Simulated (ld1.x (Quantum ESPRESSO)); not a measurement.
# Reading a pseudo-wave (caesium)

Columns: radius, all-electron u(r) and pseudo u(r) of the 5p shell (level -13.69 eV) of caesium in the configuration [Kr] 4d10 5s2 5p6 5d1 6s0 6p0; PBE, scalar-relativistic, TM scheme, ld1.x (Quantum ESPRESSO) 7.5.

```tsv
r (bohr)	all-electron	pseudo
0.210	-0.2555	-0.0158
0.420	0.2105	-0.0644
0.630	0.3756	-0.1489
0.840	0.0888	-0.2715
1.050	-0.2771	-0.4259
1.260	-0.5551	-0.5882
1.470	-0.7181	-0.7183
1.680	-0.7858	-0.7846
1.890	-0.7861	-0.7860
2.100	-0.7444	-0.7444
2.310	-0.6796	-0.6796
2.520	-0.6050	-0.6050
2.730	-0.5289	-0.5289
2.940	-0.4562	-0.4562
3.150	-0.3896	-0.3896
3.360	-0.3302	-0.3302
3.570	-0.2783	-0.2783
3.780	-0.2334	-0.2334
3.990	-0.1951	-0.1951
4.200	-0.1626	-0.1626
4.410	-0.1351	-0.1351
4.620	-0.1120	-0.1120
4.830	-0.0927	-0.0927
5.040	-0.0766	-0.0766
5.250	-0.0632	-0.0632
5.460	-0.0521	-0.0521
```

(1) How many radial nodes do the two functions have?

(2) At about which radius was the pseudo-wave matched?

(3) Where does each function peak?

(4) Is the pseudo-wave norm-conserving?

## Answers

(1) The all-electron 5p function has n − l − 1 = 3 (the table is too coarse to show those close to the nucleus); the pseudo-wave has 0, since the states of the same l below it are removed with the core.

(2) 2.05 bohr, where the columns begin to agree (steps of 0.21 bohr).

(3) Outermost all-electron maximum near 1.89 bohr, pseudo maximum near 1.89 bohr (to the table’s step).

(4) Yes: the TM scheme keeps the norm inside the radius equal to the all-electron one, which fixes the energy derivative of the logarithmic derivative at the level.
